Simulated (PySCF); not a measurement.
## Correlation energy of P²⁺ (phosphorus, charge +2)

[Ne] 3s1 3p1 3d1, one real determinant (an excited configuration). Calculation: PySCF 2.14, in aug-cc-pCVTZ-DK; the spin-free X2C one-electron Hamiltonian (Gaussian nucleus). Frozen: 1s2; 11 electrons correlated.

MP2 pair energies summed by pair of shells (mhartree):

```
 pair   energy  share (%)
2p-2p  -188.56       63.4
2s-2p   -58.91       19.8
2p-3s   -11.01        3.7
2s-2s    -9.73        3.3
2p-3p    -8.34        2.8
3p-3d    -6.85        2.3
3s-3d    -4.50        1.5
2p-3d    -3.27        1.1
3s-3p    -3.00        1.0
2s-3s    -1.44        0.5
2s-3p    -1.35        0.5
2s-3d    -0.41        0.1
```

Total MP2 correlation energy: -297.36 mhartree.

Same-spin part -91.27 and opposite-spin part -206.09 mhartree; SCS-MP2 scales them by 1/3 and 6/5 to -277.73 mhartree.

The reference is one real determinant that mixes LS terms of this configuration.
